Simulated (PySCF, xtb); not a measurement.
B(H)2(PH2) (BH4P), SMILES BP.

xtb 6.7.1 with GFN2-xTB at its own geometry gives an orbital gap of 3.04 eV and a dipole moment of 1.07 D.

Coordinates come from a B3LYP-D3(BJ)/def2-TZVP optimisation.

### Question
What does PySCF with M06-2X/def2-TZVPD give? (Estimate from the structure and the level; the computed values follow.)

### Answer
gap 7.61 eV (levels -8.49 and -0.88 eV), dipole 0.72 D.
